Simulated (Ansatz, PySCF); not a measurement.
This PySCF input computes a r2SCAN/def2-TZVPD energy:

```python
from pyscf import gto, scf, dft

mol = gto.M(
    atom='''
    Si    1.55258318   -0.23532089    0.13903130
    N     0.04796859   -0.01522373   -0.47011217
    Si   -1.54940598    0.25768931   -0.23078682
    H     2.61273258   -0.44712336   -0.91538835
    H     2.13863081    0.89454814    0.96311184
    H     1.76295463   -1.42790399    1.05152369
    H    -2.31888663   -0.78253655    0.55974880
    H    -2.35092818    0.34811444   -1.50748797
    H    -1.93439564    1.53888561    0.48302025
    ''',
    basis='def2-tzvpd',
    charge=-1,
    spin=0,
    verbose=4,
)

mf = dft.RKS(mol, xc='r2scan').density_fit(auxbasis='def2-universal-jkfit')
mf.grids.level = 4
mf.conv_tol = 1e-9
mf.max_cycle = 100
mf.max_memory = 1500
mf.kernel()
if not mf.converged:
    mf = mf.newton()
    mf.kernel(mf.make_rdm1())
mf.analyze()
```

### Question
Write an input for the same energy in Ansatz (a program for electronic structure) and say what it gives.

### Answer

Ansatz 0.2 input:
```yaml
crystal:
  periodic: [false, false, false]
  atoms:
    - {symbol: Si, position_ang: [1.55258318, -0.23532089, 0.13903130]}
    - {symbol: N, position_ang: [0.04796859, -0.01522373, -0.47011217]}
    - {symbol: Si, position_ang: [-1.54940598, 0.25768931, -0.23078682]}
    - {symbol: H, position_ang: [2.61273258, -0.44712336, -0.91538835]}
    - {symbol: H, position_ang: [2.13863081, 0.89454814, 0.96311184]}
    - {symbol: H, position_ang: [1.76295463, -1.42790399, 1.05152369]}
    - {symbol: H, position_ang: [-2.31888663, -0.78253655, 0.55974880]}
    - {symbol: H, position_ang: [-2.35092818, 0.34811444, -1.50748797]}
    - {symbol: H, position_ang: [-1.93439564, 1.53888561, 0.48302025]}
basis:
  gaussian:
    orbitals: def2-TZVPD
hamiltonian:
  xc: {name: r2SCAN}
total_charge: -1
output: {forces: true}
```
It gives -637.36051 Eh, and PySCF -637.36063 Eh, a difference of 0.12 mEh, from the treatment of integrals and grids.

It need not be the lowest isomer of its formula. Whether it binds its extra electron was not tested at this geometry.
